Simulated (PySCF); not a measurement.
CH₅F₃Si₂, SMILES C[Si@H](F)[SiH](F)F.

Geometry: PBE0-D3(BJ)/def2-SVP. The structure was generated by enumeration; whether it is a known compound was not checked. The values are those of a single conformer.

Two levels are set side by side: PBE/def2-TZVP (PySCF) and CAM-B3LYP/def2-TZVP (PySCF). Same geometry, gas phase. Differences are taken from unrounded values.

```tsv
quantity	PBE
orbital gap (eV)	5.32
highest occupied level (eV)	-7.09
lowest empty level (eV)	-1.77
dipole moment (D)	2.18
mean polarisability (bohr³)	63.6
```

**Question.** These are the PBE values. What does CAM-B3LYP give? (Estimate from the structure and the level; the computed values follow.)

**Answer.** 
```json
[
 {"quantity": "orbital gap (eV)", "CAM-B3LYP": "9.92", "PBE minus CAM-B3LYP": "-4.60"},
 {"quantity": "highest occupied level (eV)", "CAM-B3LYP": "-9.77", "PBE minus CAM-B3LYP": "2.68"},
 {"quantity": "lowest empty level (eV)", "CAM-B3LYP": "0.15", "PBE minus CAM-B3LYP": "-1.92"},
 {"quantity": "dipole moment (D)", "CAM-B3LYP": "2.24", "PBE minus CAM-B3LYP": "-0.06"},
 {"quantity": "mean polarisability (bohr³)", "CAM-B3LYP": "59.9", "PBE minus CAM-B3LYP": "3.6"}
]
```

PBE's occupied levels lie high since its potential decays too fast outside the molecule; exact exchange lowers them and widens the gap. PBE's more diffuse valence density responds more strongly to a field. Differences between two approximate levels are no errors against the true value.

Rough cost on one machine, each run with all the roots and properties that it gave: CAM-B3LYP against PBE within a factor of 2.
